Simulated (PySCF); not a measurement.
Si(CF3)2(F)(H), SMILES F[SiH](C(F)(F)F)C(F)(F)F (PBE0/def2-SVP optimised geometry):

```
11

Si    -0.958    -0.137     0.000
F     -1.463     1.397     0.000
C     -1.571    -0.974    -1.623
F     -2.907    -0.988    -1.682
F     -1.148    -2.245    -1.667
F     -1.120    -0.355    -2.715
C      0.968    -0.137     0.000
F      1.477     0.504    -1.054
F      1.447     0.446     1.105
F      1.424    -1.397    -0.026
H     -1.477    -0.856     1.184
```

Calculation: PBE0/def2-TZVP (PySCF).

**Question.** What are the frontier orbital energies and the dipole moment?

**Answer.** HOMO-2 -12.29 eV, HOMO-1 -10.45 eV, HOMO -9.91 eV, LUMO -0.89 eV, LUMO+1 0.22 eV; dipole moment 1.57 D.

Meta-Löwdin charges at PBE0/def2-TZVP: Si1 1.02, F2 -0.48, C3 0.56, F4 -0.27, F5 -0.27, F6 -0.26, C7 0.56, F8 -0.26, F9 -0.27, F10 -0.27, H11 -0.08.
